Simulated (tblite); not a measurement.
Species: C6H6O3.
Structure used (GFN2-xTB), in Å, numbered top down from 1:
```
atom  x, y, z in Å
C1    -2.1033   -0.5577    0.4110
C2    -1.3666    0.4742   -0.4024
O3    -1.9253    1.3056   -1.0806
C4     0.0988    0.4042   -0.3200
C5     0.9540    1.2160   -0.9635
O6     2.2581    0.9383   -0.7250
C7     2.3375   -0.1260    0.1338
O8     3.3735   -0.5787    0.5086
C9     0.9227   -0.5643    0.4730
H10   -3.1740   -0.4310    0.2797
H11   -1.8149   -1.5573    0.0936
H12   -1.8517   -0.4493    1.4637
H13    0.7503    2.0366   -1.6267
H14    0.7757   -1.6060    0.1824
H15    0.7607   -0.4966    1.5503
```

Computed with GFN2-xTB (tblite): harmonic, unscaled wavenumbers at the GFN2-xTB geometry, gas phase. Against measured fundamentals such values can be off by several per cent, at times by over 20. One conformer, not necessarily the lowest.

Harmonic wavenumbers (cm⁻¹): 56.9, 111.1, 135.9, 157.4, 249.7, 353.3, 413.5, 422.5, 531.1, 548.5, 579.1, 610.8, 705.3, 833.4, 869.4, 891.2, 909.5, 988.1, 989.0, 1044.3, 1058.3, 1088.1, 1109.2, 1188.6, 1245.2, 1320.3, 1367.3, 1390.2, 1448.3, 1458.1, 1599.3, 1731.7, 1833.4, 2971.7, 2992.2, 3028.5, 3034.6, 3067.8, 3151.5.

A = 4177, B = 1048, C = 846.6 MHz; mass 126.032 u (most abundant isotopes); point group Cs, symmetry number 1.

Problem. Zero-point energy?

Solution. Half the sum of the wavenumbers: 23742 cm⁻¹ = 67.88 kcal/mol.

Problem. Give the ideal-gas entropy at 298.15 K and 1 bar in the rigid-rotor, harmonic-oscillator model (classical rotation).

Solution. Translation 40.43, rotation 28.85, vibration 21.56: S = 90.8 cal/(mol K).

Problem. And Cp and H(298.15 K) − H(0)?

Solution. Cp = 32.27 cal/(mol K), of which vibrations give 24.32 (their classical limit is 39 R = 77.5); H(298.15 K) − H(0) = 5.88 kcal/mol without the zero-point energy, 3.51 from vibrations.

Problem. How do the functions run with temperature in this model?

Solution. 
| T (K) | S (cal/(mol K)) | Cp (cal/(mol K)) | H − H(0) (kcal/mol) | G − H(0) (kcal/mol) | ln q(vib) |
| --- | --- | --- | --- | --- | --- |
| 150 | 73.5 | 19.7 | 2.04 | -8.99 | 2.04 |
| 250 | 85.5 | 28.1 | 4.43 | -16.96 | 3.98 |
| 400 | 101.5 | 40.5 | 9.60 | -31.01 | 6.97 |
| 600 | 120.5 | 52.9 | 19.02 | -53.25 | 11.00 |
| 900 | 144.3 | 64.2 | 36.74 | -93.08 | 16.76 |

q(vib) and H(0) count from the zero-point level.

Problem. What must be added to the electronic energy to get the Gibbs energy at 298.15 K and 1 bar?

Solution. ZPE + [H(298.15 K) − H(0)] − T·S = 67.88 + 5.88 − 27.09 = 46.67 kcal/mol.

Hindered rotation and anharmonicity are outside this model. Other conformers, if any are populated, would add a mixing term that is left out.
